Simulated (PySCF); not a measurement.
Compound: trifluoroacetic acid, C₂HF₃O₂.
SMILES with atom numbers: `[O:1]=[C:2]([OH:3])[C:4]([F:5])([F:6])[F:7]` (hydrogens: H8 on O3)

Geometry (GFN2-xTB, Å), atoms numbered from 1 in this order:
```
atom  x, y, z in Å
O1     0.858    1.288   -0.852
C2     0.552    0.323   -0.227
O3     1.363   -0.563    0.312
C4    -0.925   -0.075    0.076
F5    -1.782    0.792   -0.455
F6    -1.207   -1.285   -0.419
F7    -1.150   -0.117    1.393
H8     2.299   -0.353    0.147
```

The closed-shell SCF was solved with PySCF and density fitting under several settings on one GFN2-xTB geometry (grid level 2 and gas phase unless stated).

```csv
settings,basis functions,SCF cycles,E (Eh),HOMO (eV),LUMO (eV),dipole (D)
PBE0/pcSseg-1,124,13,-526.2395,-9.24,-1.04,2.51
wB97X-D/def2-SVPD,163,14,-526.2827,-11.35,0.60,2.56
```

Problem. Estimate the rows for these settings: (1) HSE06/pcSseg-1, fitting basis def2-qzvpp-jkfit, level shift 0.1 Eh; (2) PBE0/def2-TZVP, grid level 4.

Solution. 
```tsv
settings	basis functions	SCF cycles	E (Eh)	HOMO (eV)	LUMO (eV)	dipole (D)
HSE06/pcSseg-1, fitting basis def2-qzvpp-jkfit, level shift 0.1 Eh	124	11	-526.2867	-8.84	-1.44	2.51
PBE0/def2-TZVP, grid level 4	223	13	-526.5087	-9.21	-1.06	2.50
```

Problem. Over all rows, what range does the HOMO–LUMO gap span?

Solution. From 7.40 eV (HSE06/pcSseg-1, fitting basis def2-qzvpp-jkfit, level shift 0.1 Eh) to 11.95 eV (wB97X-D/def2-SVPD). The functional of the narrowest has 25 % exact exchange at short range alone, that of the widest range-separated exact exchange.

Problem. And the dipole moment?

Solution. From 2.50 D (PBE0/def2-TZVP, grid level 4) to 2.56 D (wB97X-D/def2-SVPD); the largest is 1.02 times the smallest, and the median is 2.51 D.

Problem. Compare two rows with the functional PBE0: PBE0/def2-TZVP, grid level 4 and PBE0/pcSseg-1. Which energy is lower, and by how much?

Solution. PBE0/def2-TZVP, grid level 4 (223 functions) lies 0.2692 Eh or 169 kcal/mol below PBE0/pcSseg-1 (124 functions).

wB97X-D ran without the empirical dispersion term, which would shift the total energy alone. Cycle counts include a coarse-grid stage where the run had one.

One conformer stands for the species.
